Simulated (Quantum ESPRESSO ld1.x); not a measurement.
Values are calculated unless marked as measured or tabulated.
Question: All-electron atom: Pb+ in [Hg] 6p1. Code: ld1.x of Quantum ESPRESSO 7.5. Model: Dirac Kohn-Sham, PBE, spin-unpolarised, spherical densities, point nucleus; open shells fill j = l - 1/2 first. Some entries of the table are withheld. Estimate them.

| orbital | occ. | eigenvalue (Ry) | <r^2> (bohr^2) |
|---|---|---|---|
| 1s1/2 | 2 | -6467.05 | 0.0003571 |
| 2s1/2 | 2 | -1156.09 | 0.005362 |
| 2p1/2 | 2 | -1110.08 | (1) |
| 2p3/2 | 4 | -949.126 | (2) |
| 3s1/2 | 2 | -277.883 | 0.03475 |
| 3p1/2 | 2 | -257.158 | 0.03158 |
| 3p3/2 | 4 | -221.244 | 0.03792 |
| 3d3/2 | 4 | -187.252 | 0.02892 |
| 3d5/2 | 6 | -179.612 | 0.03064 |
| 4s1/2 | 2 | (3) | 0.1666 |
| 4p1/2 | 2 | -54.3533 | 0.1691 |
| 4p3/2 | 4 | -45.5626 | 0.2003 |
| 4d3/2 | 4 | -30.9817 | (4) |
| 4d5/2 | 6 | -29.3415 | (5) |
| 5s1/2 | 2 | -11.0915 | 0.8181 |
| 4f5/2 | 6 | -10.4690 | 0.2435 |
| 4f7/2 | 8 | -10.0992 | 0.2503 |
| 5p1/2 | 2 | (6) | 0.9402 |
| 5p3/2 | 4 | (7) | 1.140 |
| 5d3/2 | 4 | (8) | 1.891 |
| 5d5/2 | 6 | (9) | 2.040 |
| 6s1/2 | 2 | -1.38482 | 5.742 |
| 6p1/2 | 1 | -0.80376 | 8.871 |
| 6p3/2 | 0 | -0.67022 | 11.24 |
| 7s1/2 | 0 | -0.31528 | 38.74 |
| 5f5/2 | 0 | -0.06950 | 238.3 |
| 5f7/2 | 0 | -0.06950 | 238.3 |

Answer: 
(1) 2p1/2 <r^2> (bohr^2): 0.003774
(2) 2p3/2 <r^2> (bohr^2): 0.004957
(3) 4s1/2 eigenvalue (Ry): -63.3181
(4) 4d3/2 <r^2> (bohr^2): 0.2083
(5) 4d5/2 <r^2> (bohr^2): 0.2191
(6) 5p1/2 eigenvalue (Ry): -8.03626
(7) 5p3/2 eigenvalue (Ry): -6.39446
(8) 5d3/2 eigenvalue (Ry): -2.19544
(9) 5d5/2 eigenvalue (Ry): -2.00523
